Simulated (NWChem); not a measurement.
Species: BHOCl2; SMILES B(Cl)(O)Cl

```xyz
5

B      0.3747     0.0315     0.0000
Cl    -0.4738    -1.5177     0.0000
Cl    -0.5386     1.5247     0.0000
O      1.7117     0.0926     0.0000
H      2.1328    -0.7747     0.0000
```
Atoms are numbered in this order, from 1.

All runs: NWChem. Pople sets run with spherical d functions. Geometry: optimised at PBE0/def2-SVP. Atomic charges in e: unrestrained fits to the electrostatic potential beside Mulliken populations; buried atoms are poorly determined by the fit.

For level B3LYP/def2-SVP:

- ESP B1: 0.45
- Mulliken B1: 0.01
- Mulliken Cl2: -0.09
- Mulliken Cl3: -0.06
- ESP O4: -0.52
- Mulliken O4: -0.06

### Question
Estimate the same quantities for level Hartree-Fock/6-31G*.

### Answer
The ESP B1 is 0.70 and the Mulliken B1 is 0.55. The Mulliken Cl2 comes out as -0.20. The Mulliken Cl3 is -0.17, the ESP O4 comes out as -0.65 and the Mulliken O4 is -0.67.
